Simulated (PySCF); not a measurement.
Si(H)(SiH3) anion (H₄Si₂), SMILES [SiH3][SiH] (connectivity only; charge and spin as stated), charge -1, multiplicity 2. The structure is a stationary point at ωB97X-D3(BJ)/def2-TZVPD. The spin state was assumed, not searched. The isomer is the one that the SMILES or the coordinates give; other isomers of the formula were not compared.

Calculation: ωB97X-D3(BJ)/def2-TZVPD (PySCF).

Harmonic wavenumbers (cm⁻¹): 197, 397, 423, 450, 713, 928, 964, 969, 1931, 2053, 2069, 2094. Rotational constants (GHz): 64.34, 5.556, 5.417; symmetry number 1.

### Question
Work out the zero-point energy and the ideal-gas rigid-rotor harmonic-oscillator thermochemistry at 298.15 K and 1 atm.

### Answer
ZPE = ½ Σ hcν = ½ × 13190 cm⁻¹ = 18.86 kcal/mol. H − E(el) = 22.27 kcal/mol. Entropy in cal/(mol K): translation 38.21, rotation 22.63, vibration 5.44, spin 1.38, total 67.66. G − E(el) = 2.10 kcal/mol. Cp = 16.19 cal/(mol K).
